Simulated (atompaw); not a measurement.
Before and after: PAW (atompaw) potential for Li

```json
{
  "Element": "lithium (Li)",
  "Generator": "atompaw 4.2.0.5",
  "Type": "PAW",
  "Functional": "PBE",
  "Relativity": "scalar-relativistic",
  "Frozen core": "none",
  "Valence charge": "3",
  "Reference configuration": "1s2 2s0 2p1",
  "Partial waves": "1s (bound); 2s (bound, empty); 2p (bound); 2p channel at 0.5 Ry",
  "Local potential": "troulliermartins scheme with l = 2 at 1 Ry, radius 3.00 bohr",
  "Core correction": "none",
  "Augmentation charge": "sinc compensation charge, radius 2.90 bohr; PAW radius 3.00 bohr; waves and projectors: bloechl"
}
```

Change: local potential troulliermartins scheme with l = 2 at 1 Ry, radius 1.28 bohr.

Cutoffs: the cutoffs (Ry, on a coarse ladder) from which the occupation-weighted sum of valence levels, in a spherical-Bessel basis at the reference potential, stays within 10 and 1 mRy of its value at 400 Ry; they do not see the model core or the augmentation charge, which bear on the density cutoff.

Task: What does the change do?

Result: The potential gets harder (10 Ry and 15 Ry → 21 Ry and 35 Ry); neither file shows a bound ghost.

```csv
quantity,base,changed
"cutoff, loose",10 Ry,21 Ry
"cutoff, tight",15 Ry,35 Ry
loose cutoff by channel (10 mRy a level),"s 8 Ry, p 6 Ry","s 18 Ry, p 6 Ry"
bound ghosts,none,none
s: phases at 3.00 bohr within 0.05 rad from the reference energy up to (Ry; the scan ends near 5),1.6,1.8
p: phases at 3.00 bohr within 0.05 rad from the reference energy up to (Ry; the scan ends near 5),1.4,1.4
lowest overlap eigenvalue by channel,"s 1.00, p 0.05","s 1.00, p 0.05"
```

 The cutoffs see the waves, projectors and local potential, not the compensation charge or the core.
